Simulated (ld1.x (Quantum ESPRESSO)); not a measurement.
# Ranking TM potentials for Cr

All share these settings but for the change named:

```json
{
 "Element": "Cr",
 "Generator": "ld1.x (Quantum ESPRESSO) 7.5",
 "Type": "norm-conserving Troullier–Martins (Kleinman–Bylander form)",
 "Functional": "PBEsol",
 "Relativity": "scalar-relativistic",
 "Frozen core": "[Ne]",
 "Valence charge": "14",
 "Reference configuration": "3s2 3p6 3d5 4s1 4p0",
 "Partial waves": "3p (bound): rc 1.55 bohr; 3d (bound): rc 2.20 bohr; 4f channel at 0.05 Ry: rc 1.90 bohr; 3s (bound): rc 0.95 bohr",
 "Local potential": "the s channel",
 "Core correction": "none"
}
```

Occupied shells without a wave of their own: 4s. They enter only through the test configuration that unscreens the potential.

Cutoff: the first of the cutoffs (Ry, on a coarse ladder) from which the occupation-weighted sum of valence levels, in a spherical-Bessel basis at the reference potential, stays within 10 and 1 mRy of its value at 400 Ry; the density cutoff is not measured.

The base gives 140 Ry.

Of 8 variants that were run, those that failed, showed a ghost or another fault, or gave nearly equal values are left out.

A variant can come out equal or close to the base.

(1) Rank these variants from softest to hardest (loose cutoff).
A. all radii scaled by about 1.08 (s 1.02, p 1.68, d 2.38, f 2.06 bohr)
B. all radii scaled by about 0.85 (s 0.82, p 1.32, d 1.88, f 1.62 bohr)
C. all radii scaled by about 1.14 (s 1.08, p 1.76, d 2.50, f 2.16 bohr)

Answers

(1) C (120 Ry), A (140 Ry), B (160 Ry).
